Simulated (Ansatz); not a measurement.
Ansatz (a first-principles code) input (PBE-QIDH/def2-TZVPD):

Ansatz 0.2 input:
```yaml
crystal:
  periodic: [false, false, false]
  atoms:
    - {symbol: Cd, position_ang: [-0.00000000, -0.00000000, -1.44592233]}
    - {symbol: I, position_ang: [0.00000000, 0.00000000, 1.30951456]}
basis:
  gaussian:
    orbitals: def2-TZVPD
hamiltonian:
  xc: {name: PBE-QIDH}
magnetization: {spin_polarized: true, initial_magnetization: 1}
correlation: {electrons: outside_noble_gas}
```

Output:

```
Functional definition: PBE-QIDH
integrals: 0.07 GiB planned
909 factors; integrals over basis functions are off by at most 2.6e-4 eV
mean field: 0.56 GiB planned
mean field evaluation 1: about -12649.2961 eV, gradient 9.0e0 eV
mean field evaluation 2: about -12649.3505 eV, gradient 9.1e0 eV
mean field evaluation 4: about -12650.1472 eV, gradient 1.3e0 eV
mean field evaluation 8: about -12650.1847 eV, gradient 9.8e-2 eV
mean field evaluation 16: about -12650.1852 eV, gradient 3.4e-4 eV
mean field -12650.18515358 eV, -464.8857297906 hartree, gradient 9.7e-6 eV, S^2 0.759507; 0 other end points of the search recorded, 0 dependent functions left out
13 core orbitals not correlated
reference -12650.18516501 eV, -464.8857302106 hartree; 10, 9 occupied and 76, 77 virtual orbitals, 909 factors
second order -13.61906036 eV of doubles, -0.00000000 eV of singles
Total energy: -12654.72485179 eV, -465.0525606228 hartree
```

The spin state was set by rule; other spins were not relaxed.
